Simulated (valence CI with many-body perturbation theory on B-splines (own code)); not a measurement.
**Tm⁶⁴⁺: key properties**

Level of theory: configuration interaction combined with many-body perturbation theory (CI+MBPT): three valence electrons over a frozen Dirac-Fock core [He], a basis of 9 s, 9 p, 8 d, 6 f, 3 g, 1 h functions for each j, with the one-electron correlation potential Σ1, the two-electron term Σ2, the three-electron term Σ3, Breit, model QED; selected CI, second order for the rest, scaled by the run's own slope (own B-spline code, finite nucleus).

The last digits are not significant, and no measured levels were compared; by estimate large intervals hold to a few tenths of a per cent, small ones and those within an open d or f shell to about a per cent.

Levels are named by their leading jj configuration (3d3/2^4 stands for four electrons in 3d with j = 3/2), which in mixed levels can hold well under half, so a name can repeat and another be missing.

Rates and lifetimes use the calculated energies. Strong lines usually hold to 10 to 20 %, long lifetimes can be off by a factor of two.

Question: What is the ground level?

Answer: (2s^2 2p1/2) J=1/2, composition 100 % 2s2.2p 2P°, g = 0.623.

Question: What are the static dipole polarisabilities of the lowest levels?

Answer: (2s^2 2p1/2) J=1/2 0.000215 bohr³, of which the core gives 3.04e-07.

Question: Name the longest-lived excited levels whose lifetime is computed, and their main decay.

Answer: (2s 2p1/2 2p3/2) J=5/2 at 93.53 Ry lives 135 ps, mostly by E1 to (2s^2 2p3/2) J=3/2; (2s 2p1/2^2) J=1/2 at 17.70 Ry lives 49.1 ps, mostly by E1 to (2s^2 2p1/2) J=1/2; (2s^2 2p3/2) J=3/2 at 78.25 Ry lives 47.3 ps, mostly by E1 to (2s 2p1/2^2) J=1/2.

Question: How well does LS coupling describe the low levels?

Answer: Among the lowest 20 levels the leading LS term, summed over configurations, holds 76 % on average. For single configurations the figures are 76 % in LS and 99 % in jj coupling. Terms mix most in the J = 3/2 level at 116.99 Ry, where the leading one holds 49 %.

Question: What is the ionisation energy?

Answer: 16030 eV; NIST lists 16036 ± 24 eV (theoretical).

Question: Among levels below 735.49 Ry, which E1 lines absorb most strongly from the ground level?

Answer: to (2s^2 3d3/2) J=3/2 at 0.1307 nm, f = 0.562; to (2s 2p1/2 3p1/2) J=3/2 at 0.1335 nm, f = 0.204; to (2s 2p1/2 3p3/2) J=3/2 at 0.1289 nm, f = 0.154.

Question: Where does the other parity begin?

Answer: At (2s 2p1/2^2) J=1/2, 17.70 Ry.
